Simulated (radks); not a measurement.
Values are calculated unless marked as measured or tabulated.
Problem. Isoelectronic series with 11 electrons, each ion in its NIST ground configuration. Level of theory: non-relativistic Kohn-Sham, PBE, spin-polarised, spherical densities, point nucleus; open shells are filled with parallel spins first (spin-orbit coupling, left out, can overturn this in heavy ions) (a radial shooting solver on a logarithmic mesh with Libxc functionals). Total energies (hartree) and orbital eigenvalues (hartree) (* marks an orbital that is empty in some or all of the ions):

| ion | configuration | E (hartree) | 3s down* | 3s up | 2p down | 2p up | 2s down |
|---|---|---|---|---|---|---|---|
| Ge21+ | [Ne] 3s1 | -1814.99319 | -31.01199 | -31.35430 | -75.60832 | -75.66393 | -80.65192 |
| As22+ | [Ne] 3s1 | -1938.94569 | -33.71906 | -34.07443 | -81.92085 | -81.97879 | -87.15705 |
| Se23+ | [Ne] 3s1 | -2067.00980 | -36.53740 | -36.90581 | -88.48357 | -88.54384 | -93.91238 |
| Br24+ | [Ne] 3s1 | -2199.18547 | -39.46699 | -39.84845 | -95.29647 | -95.35907 | -100.9179 |
| Kr25+ | [Ne] 3s1 | -2335.47266 | -42.50781 | -42.90232 | -102.3595 | -102.4245 | -108.1736 |
| Rb26+ | [Ne] 3s1 | -2475.87133 | -45.65987 | -46.06740 | -109.6727 | -109.7400 | -115.6794 |
| Sr27+ | [Ne] 3s1 | -2620.38145 | -48.92313 | -49.34370 | -117.2361 | -117.3056 | -123.4353 |
| Nb30+ | [Ne] 3s1 | -3078.58023 | -59.38014 | -59.83977 | -141.4267 | -141.5033 | -148.2039 |
| Mo31+ | [Ne] 3s1 | -3239.53588 | -63.08818 | -63.56083 | -149.9905 | -150.0693 | -156.9603 |
| Tc32+ | [Ne] 3s1 | -3404.60287 | -66.90740 | -67.39306 | -158.8043 | -158.8855 | -165.9668 |
| Ru33+ | [Ne] 3s1 | -3573.78118 | -70.83780 | -71.33646 | -167.8683 | -167.9517 | -175.2233 |
| Rh34+ | [Ne] 3s1 | -3747.07079 | -74.87936 | -75.39103 | -177.1823 | -177.2680 | -184.7299 |
| Pd35+ | [Ne] 3s1 | -3924.47169 | -79.03209 | -79.55676 | -186.7463 | -186.8344 | -194.4866 |

Estimate the row of Zr29+ ([Ne] 3s1).

Solution. E (hartree) -2921.73592; 3s down* -55.78328; 3s up -56.22989; 2p down -133.1131; 2p up -133.1873; 2s down -139.6976.
